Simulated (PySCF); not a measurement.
A calculated (TPSS, PySCF 2.14, x2c-TZVPPall with one added diffuse shell each of s, p, d, f type, the spin-free X2C one-electron Hamiltonian (Gaussian nucleus)) atom or ion has these occupied shells.

```json
{"shell": "1s β", "electrons": "1", "orbital energy (eV)": "-65117.2", "rms radius, mean of both spins (bohr)": "0.0215"}
{"shell": "1s α", "electrons": "1", "orbital energy (eV)": "-65117.2", "rms radius, mean of both spins (bohr)": "0.0215"}
{"shell": "2s α", "electrons": "1", "orbital energy (eV)": "-11134.5", "rms radius, mean of both spins (bohr)": "0.0869"}
{"shell": "2s β", "electrons": "1", "orbital energy (eV)": "-11134.5", "rms radius, mean of both spins (bohr)": "0.0869"}
{"shell": "2p α", "electrons": "3", "orbital energy (eV)": "-9804.7", "rms radius, mean of both spins (bohr)": "0.0788"}
{"shell": "2p β", "electrons": "3", "orbital energy (eV)": "-9804.6", "rms radius, mean of both spins (bohr)": "0.0788"}
{"shell": "3s α", "electrons": "1", "orbital energy (eV)": "-2538.7", "rms radius, mean of both spins (bohr)": "0.223"}
{"shell": "3s β", "electrons": "1", "orbital energy (eV)": "-2538.7", "rms radius, mean of both spins (bohr)": "0.223"}
{"shell": "3p α", "electrons": "3", "orbital energy (eV)": "-2138.8", "rms radius, mean of both spins (bohr)": "0.224"}
{"shell": "3p β", "electrons": "3", "orbital energy (eV)": "-2138.8", "rms radius, mean of both spins (bohr)": "0.224"}
{"shell": "3d α", "electrons": "5", "orbital energy (eV)": "-1651.2", "rms radius, mean of both spins (bohr)": "0.205"}
{"shell": "3d β", "electrons": "5", "orbital energy (eV)": "-1651.1", "rms radius, mean of both spins (bohr)": "0.205"}
{"shell": "4s α", "electrons": "1", "orbital energy (eV)": "-510.40", "rms radius, mean of both spins (bohr)": "0.498"}
{"shell": "4s β", "electrons": "1", "orbital energy (eV)": "-510.34", "rms radius, mean of both spins (bohr)": "0.498"}
{"shell": "4p α", "electrons": "3", "orbital energy (eV)": "-378.50", "rms radius, mean of both spins (bohr)": "0.530"}
{"shell": "4p β", "electrons": "3", "orbital energy (eV)": "-378.45", "rms radius, mean of both spins (bohr)": "0.530"}
{"shell": "4d α", "electrons": "5", "orbital energy (eV)": "-204.19", "rms radius, mean of both spins (bohr)": "0.576"}
{"shell": "4d β", "electrons": "5", "orbital energy (eV)": "-204.14", "rms radius, mean of both spins (bohr)": "0.576"}
{"shell": "5s α", "electrons": "1", "orbital energy (eV)": "-64.598", "rms radius, mean of both spins (bohr)": "1.21"}
{"shell": "5s β", "electrons": "1", "orbital energy (eV)": "-63.655", "rms radius, mean of both spins (bohr)": "1.21"}
{"shell": "5p α", "electrons": "3", "orbital energy (eV)": "-33.816", "rms radius, mean of both spins (bohr)": "1.44"}
{"shell": "5p β", "electrons": "3", "orbital energy (eV)": "-32.383", "rms radius, mean of both spins (bohr)": "1.44"}
{"shell": "4f α", "electrons": "7", "orbital energy (eV)": "-14.126", "rms radius, mean of both spins (bohr)": "0.776"}
{"shell": "4f β", "electrons": "7", "orbital energy (eV)": "-13.886", "rms radius, mean of both spins (bohr)": "0.776"}
{"shell": "5d α", "electrons": "4", "orbital energy (eV)": "-1.927", "rms radius, mean of both spins (bohr)": "3.19"}
```

Q: Name the element and its charge.

A: Hf (hafnium, neutral), in [Xe] 4f14 5d4, high-spin 5D determinant (an excited configuration).
